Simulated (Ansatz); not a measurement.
Calculated with Ansatz (gas phase, PBE0-D4/def2-TZVP geometries, no zero-point term in ΔE). CCSD(T)/CBS adds triple-zeta CCSD(T) − MP2 to the extrapolated MP2 energy (def2 sets, frozen cores). Functionals use def2-TZVPP. B3LYP here is the variant with VWN-RPA as its local correlation; programs differ in this. Each species was taken in one conformer, which may not be the lowest.

Consider the redistribution: `[AlH2][SiH2][SiH3]` + `CCO[Si](C)(F)F` → `C[Si](F)(F)[O][AlH2]` + `CC[SiH2][SiH3]`.

| level | ΔE (kJ/mol) | difference from CCSD(T)/CBS |
| --- | --- | --- |
| PBE-D4 | -198.8 | 27.6 |
| r2SCAN-D4 | -218.3 | 8.1 |
| PBE0-D4 | -206.3 | 20.1 |
| B3LYP-D4 | -220.5 | 5.9 |
| ωB97M-V | -226.5 | -0.1 |
| PBE0 | -205.5 | 20.9 |
| B3LYP | -218.9 | 7.5 |
| HF/def2-TZVPP | -229.7 | -3.3 |
| SCS-MP2/def2-TZVPP | -235.4 | -9.0 |
| CCSD/def2-TZVPP | -225.1 | 1.3 |
| HF/def2-QZVPP | -232.3 | -5.9 |
| MP2/def2-QZVPP | -242.0 | -15.6 |
| SCS-MP2/def2-QZVPP | -238.3 | -11.9 |
| HF/CBS(def2) | -232.7 | -6.3 |
| MP2/CBS(def2) | -242.5 | -16.1 |
| CCSD/CBS(def2) | -228.5 | -2.1 |
| CCSD(T)/CBS | -226.4 | 0 |

Largest T1 diagnostic among the species: 0.013.

From PBE to PBE0 (25 % exact exchange), in def2-TZVPP and without D4, ΔE moves by −7.7 kJ/mol.
